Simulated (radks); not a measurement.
Problem. Ca, configuration [Ar] 4s1 5d1 (not the ground configuration). All-electron calculation, Dirac Kohn-Sham, BLYP, spin-unpolarised, spherical densities, finite nucleus; open shells fill j = l - 1/2 first; Fermi nuclear charge, rms radius 3.4776 fm. Program: a radial shooting solver on a logarithmic mesh with Libxc functionals. Some entries of the table are withheld. Estimate them.

orbital,occ.,eigenvalue (eV),r(max) (bohr)
1s1/2,2,(1),0.05027
2s1/2,2,(2),0.3000
2p1/2,2,-342.3987,0.2450
2p3/2,4,-338.7058,0.2471
3s1/2,2,-51.8929,(3)
3p1/2,2,-33.1075,1.041
3p3/2,4,-32.7190,1.047
4s1/2,1,(4),3.112
5d3/2,1,-0.5033,18.50

Solution. 
(1) 1s1/2 eigenvalue (eV): -3955.809
(2) 2s1/2 eigenvalue (eV): -419.3575
(3) 3s1/2 r(max) (bohr): 0.9919
(4) 4s1/2 eigenvalue (eV): -7.2774
